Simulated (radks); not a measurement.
Problem. Ag II, configuration [Kr] 4d10. Method: non-relativistic Kohn-Sham, exchange-only B88, spin-polarised, spherical densities, point nucleus; relativity is left out, which matters for an element this heavy; computed with a radial shooting solver on a logarithmic mesh with Libxc functionals. Some entries of the table are withheld. Estimate them.

orbital  occ.  eigenvalue (eV)  <r^2> (bohr^2)
1s          2        -24539.47        0.001403
2s          2        -3544.320         0.02319
2p          6        -3299.013         0.01753
3s          2        -652.0173          0.1661
3p          6        -553.1439          0.1616
3d         10              (1)          0.1422
4s          2         -94.6250           1.008
4p          6         -63.6039           1.182
4d         10              (2)           2.354

Solution. 
(1) 3d eigenvalue (eV): -370.2606
(2) 4d eigenvalue (eV): -14.8246
